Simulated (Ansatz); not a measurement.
`OBSCO` + `CN[SiH](F)Br` → `CB(O)SCO` + `N[SiH](F)Br`  (redistribution)

Calculated with Ansatz (gas phase, PBE0-D4/def2-TZVP geometries, no zero-point term in ΔE). CBS: MP2 limit from def2 TZ/QZ plus the TZ coupled-cluster correction, frozen cores. Functionals use def2-TZVPP. B3LYP here is the variant with VWN-RPA as its local correlation; programs differ in this. For Br outer-core shells are correlated without core-valence functions, which leaves a few kJ/mol of doubt a bond. Scalar relativity is left out up to krypton. One conformer a species, not always the lowest.

```
             level  ΔE (kJ/mol)  difference from CCSD(T)/CBS
         r2SCAN-D4        -87.3                         -4.0
           PBE0-D4        -82.8                          0.5
           ωB97X-V        -79.3                          4.0
           ωB97M-V        -83.7                         -0.4
               PBE        -81.3                          2.0
            r2SCAN        -87.2                         -3.9
              PBE0        -82.5                          0.8
             B3LYP        -77.3                          6.0
     HF/def2-TZVPP        -72.7                         10.6
    MP2/def2-TZVPP        -85.0                         -1.7
SCS-MP2/def2-TZVPP        -78.9                          4.4
   CCSD/def2-TZVPP        -80.6                          2.7
CCSD(T)/def2-TZVPP        -81.7                          1.6
     HF/def2-QZVPP        -72.2                         11.1
      HF/CBS(def2)        -72.1                         11.2
    CCSD/CBS(def2)        -82.3                          1.0
       CCSD(T)/CBS        -83.3                            0
```

Largest T1 diagnostic among the species: 0.013.

In def2-TZVPP, CCSD(T) changes the Hartree–Fock value by −9.0 kJ/mol (the triples alone add −1.0 kJ/mol) and MP2 by −12.3 kJ/mol.
